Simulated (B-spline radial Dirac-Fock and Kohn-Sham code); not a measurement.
# Dipole and non-dipole photoemission parameters of Ni⁺ 2p1/2

System: Ni⁺, [Ar] 3d9; threshold 885.8 eV (orbital energy of the model). Method: Dirac-Hartree-Slater photoionisation with a Latter tail; cross sections with all multipoles, angular parameters from the dipole term and its interference with E2. Computed with a B-spline atomic structure program.

For linearly polarised light dσ/dΩ = σ/(4π) [1 + β P₂(cos θ) + (δ + γ cos²θ) sin θ cos φ], with θ from the polarisation vector and φ the angle between the beam and the projection of the electron momentum on the plane normal to the polarisation.

```
hν (eV)  σ (kb)      β      γ      δ
   1260     158  1.386  0.013  0.017
   1430     114  1.433  0.115  0.021
 1486.9     103  1.441  0.146  0.022
   1750    66.5  1.451  0.279  0.027
   2000    45.9  1.440  0.388  0.032
   2160    36.9  1.428  0.449  0.034
   2260    32.4  1.420  0.486  0.036
   2270    32.0  1.419  0.489  0.037
   3860    6.61  1.254  0.889  0.069
   7360       ?      ?      ?      ?
   8680   0.487  0.890  1.391  0.172
   9220   0.398  0.861  1.422  0.183
 9251.7   0.393  0.860  1.424  0.183
  11100   0.212  0.775  1.515  0.220
  12000   0.162  0.740  1.553  0.237
  13900  0.0977  0.674  1.623  0.271
  15000  0.0749  0.641  1.658  0.290
```

Q: Give the values at 7360 eV.

A: σ = 0.842 kb, β = 0.968, γ = 1.300, δ = 0.144.
